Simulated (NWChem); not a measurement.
Molecule: GeClF, singlet; SMILES [F][Ge][Cl]

```xyz
3

Ge     0.4273     0.5018     0.0000
F     -1.1543     1.3010     0.0000
Cl    -0.2317    -1.6113     0.0000
```
Atoms are numbered in this order, from 1.

Results from NWChem. Low-valent species are run as closed-shell singlets; no triplet was tried in these runs. Geometry: optimised at PBE-D3(BJ)/def2-SVP. Vzz is the largest principal value of the second derivative of the potential at the nucleus (NWChem prints the opposite sign); η is the asymmetry. Non-relativistic.

| level | Vzz Ge1 (a.u.) | η Ge1 | Vzz Cl3 (a.u.) | η Cl3 |
|---|---|---|---|---|
| PBE/cc-pVTZ | … | … | … | 0.74 |
| PBE/def2-TZVP | 2.537 | 0.62 | 1.392 | 0.77 |
| CAM-B3LYP/def2-TZVP | 2.792 | 0.69 | 1.477 | 0.66 |
| CAM-B3LYP/def2-SVP | 2.375 | 0.76 | 1.452 | 0.62 |

Question: Fill in the missing entries.

Answer: 
- PBE/cc-pVTZ, Vzz Ge1 (a.u.): 2.434
- PBE/cc-pVTZ, η Ge1: 0.58
- PBE/cc-pVTZ, Vzz Cl3 (a.u.): 1.310
